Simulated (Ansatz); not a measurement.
Abridged output of a molecular run in Ansatz:

```
Functional definition: HF
1551 factors; integrals over basis functions are off by at most 1.0e-3 eV
mean field evaluation 1: about -13862.9630 eV, gradient 4.5e1 eV
mean field evaluation 2: about -13863.1479 eV, gradient 4.6e1 eV
mean field evaluation 4: about -13867.6863 eV, gradient 4.0e0 eV
mean field evaluation 8: about -13867.7535 eV, gradient 2.4e-1 eV
mean field -13867.75381751 eV, -509.6305528925 hartree, gradient 8.7e-6 eV, S^2 0.000000; 0 other end points of the search recorded, 0 dependent functions left out
9 core orbitals not correlated: weight in the atoms' cores, before any rotation towards them, 1.000 or more for the frozen orbitals, at most 0.000 for the correlated occupied ones
reference -13867.75381751 eV, -509.6305528925 hartree; 15, 15 occupied and 240, 240 virtual orbitals, 1551 factors
second order -23.41361198 eV of doubles, -0.00000000 eV of singles
cycle   1  -24.02466891 eV  change   -6.1e-1 eV  update   1.0e-1
cycle   2  -24.56056437 eV  change   -5.4e-1 eV  update   3.0e-2
cycle   3  -24.68662897 eV  change   -1.3e-1 eV  update   1.7e-2
cycle   4  -24.67627315 eV  change    1.0e-2 eV  update   4.1e-3
cycle   5  -24.67422739 eV  change    2.0e-3 eV  update   1.9e-3
cycle   6  -24.67489832 eV  change   -6.7e-4 eV  update   5.8e-4
cycle   7  -24.67463563 eV  change    2.6e-4 eV  update   2.0e-4
cycle   8  -24.67458530 eV  change    5.0e-5 eV  update   6.2e-5
cycle   9  -24.67461227 eV  change   -2.7e-5 eV  update   2.3e-5
perturbative correction -0.85969951 eV, -0.0315933741 hartree
Total energy: -13893.28812929 eV, -510.5689215426 hartree
```

Its atoms:

Z-matrix (Å, degrees):
```
C
Si 1 1.880
H 1 1.093 2 110.7
H 1 1.094 2 110.5 3 119.4
H 1 1.093 2 111.6 3 -120.3
N 2 1.724 1 116.0 3 59.4
B 2 2.037 1 110.0 3 -179.8
H 2 1.494 1 106.8 3 -60.2
H 6 1.007 2 121.7 1 -64.7
H 6 1.007 2 120.4 1 83.9
F 7 1.326 2 119.7 1 63.2
H 7 1.207 2 125.0 1 -115.8
```

Task: Which basis set was used?
A. def2-SVPD
B. def2-TZVPP
C. def2-SVP
D. def2-TZVPPD

Result: B. It gives 264 functions.

Task: Write the keys of the input that set method, charge and spin (a neutral closed shell needs none for the last two).

Result: 
```yaml
correlation: {method: ccsd_t}
```
